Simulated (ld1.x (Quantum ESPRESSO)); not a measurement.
Building the TM potential for nitrogen (N) (PBE, scalar-relativistic).

ld1.x (Quantum ESPRESSO) 7.5 was run on this input:

```
&input
   title='N', zed=7., rel=1, dft='PBE', iswitch=3,
   config='[He] 2s2 2p3',
   nld=2, rlderiv=2.20, eminld=-3.0, emaxld=5.0, deld=0.02
 /
 &inputp
   pseudotype=2, tm=.true., lloc=0,
   nlcc=.true., new_core_ps=.true.,
   file_pseudopw='N.UPF', file_wfcaegen='ae.wfc', file_wfcncgen='nc.wfc', file_beta='beta', file_chi='chi'
 /
2
2P  2  1   3.00   0.00  2.00  2.00  0.0
2S  1  0   2.00   0.00  0.90  0.90  0.0
 &test
   configts(1)='2s2 2p3'
 /
```

Command:

```bash
ld1.x < N.in > N.out
```

Resulting log (shortened: banner, matrices, multipoles, cross overlaps and the repeated all-electron block are left out):

```
Program LD1 v.7.5
     --------------------------- All-electron run ----------------------------

     N
     scalar relativistic calculation

     atomic number is  7.00
     dft =PBE   lsd =0 sic =0 latt =0  beta=0.20 tr2=1.0E-14
     Exchange-correlation= PBE
                           (   1   4   3   4   0   0   0)
     mesh =1085 r(mesh) =  99.89202 a.u. xmin = -7.00 dx = 0.01250
     1 Ry =  13.60569312 eV, c = 137.03599908

     n l     nl                  e(Ry)          e(Ha)          e(eV)
     1 0     1S 1( 2.00)       -28.2764       -14.1382      -384.7204
     2 0     2S 1( 2.00)        -1.3658        -0.6829       -18.5828
     2 1     2P 1( 3.00)        -0.5211        -0.2606        -7.0900

     final scf error:  5.8E-15 reached in  23 iterations

     Etot =    -108.906480 Ry,     -54.453240 Ha,   -1481.748142 eV

     Ekin =     108.686336 Ry,      54.343168 Ha,    1478.752934 eV
     Encl =    -256.222520 Ry,    -128.111260 Ha,   -3486.084983 eV
     Eh   =      51.762930 Ry,      25.881465 Ha,     704.270546 eV
     Exc  =     -13.133226 Ry,      -6.566613 Ha,    -178.686639 eV

     normalization and overlap integrals

     s(1S/1S) =  1.000000  <r> =   0.2297  <r2> =    0.0714  r(max) =   0.1483
     s(2S/2S) =  1.000000  <r> =   1.3197  <r2> =    2.1153  r(max) =   1.0167
     s(2P/2P) =  1.000000  <r> =   1.4841  <r2> =    2.9193  r(max) =   0.9793

     ------------------------ End of All-electron run ------------------------

     --------------------- Generating NC pseudopotential ---------------------

      Generating local pot.: lloc=0, matching radius rcloc =   0.9000

      Computing core charge for nlcc:

       r > 0.41 : true rho core
      Core charge pseudized with two Bessel functions
      Integrated core pseudo-charge :   1.27

      Wfc   2P  rcut= 2.022  Using Troullier-Martins method

     ------------------- End of pseudopotential generation -------------------

     Computing logarithmic derivative in   2.19319
     Computing logarithmic derivative in   2.19319
     Computing the partial wave expansion
       no projector for channel:   0
     R is outside the sphere for l=    1 j= 0.00

     ---------------------- Testing the pseudopotential ----------------------

     N
     scalar relativistic calculation

     atomic number is  7.00   valence charge is  5.00
     dft =PBE   lsd =0 sic =0 latt =0  beta=0.20 tr2=1.0E-14
     mesh =1085 r(mesh) =  99.89202 xmin = -7.00 dx = 0.01250

     n l     nl             e AE (Ry)        e PS (Ry)    De AE-PS (Ry)
     1 0     2S   1( 2.00)       -1.36581       -1.36583        0.00002
     2 1     2P   1( 3.00)       -0.52111       -0.52111        0.00000

     eps = 4.1E-16  iter = 14

     Etot =    -108.906480 Ry,     -54.453240 Ha,   -1481.748142 eV
     Etotps =   -22.663759 Ry,     -11.331880 Ha,    -308.356152 eV

     Ekin =      11.509538 Ry,       5.754769 Ha,     156.595238 eV
     Encl =     -38.683833 Ry,     -19.341916 Ha,    -526.320355 eV
     Ehrt =      16.068151 Ry,       8.034075 Ha,     218.618325 eV
     Ecxc =      -8.117733 Ry,      -4.058867 Ha,    -110.447385 eV
     (Ecc =      -3.521736 Ry,      -1.760868 Ha,     -47.915655 eV)
     Epseu=      -3.439882 Ry,      -1.719941 Ha,     -46.801975 eV

     ---------------------- End of pseudopotential test ----------------------
```

Generation and configuration tests took about 0.57 s on one core of a shared server CPU.
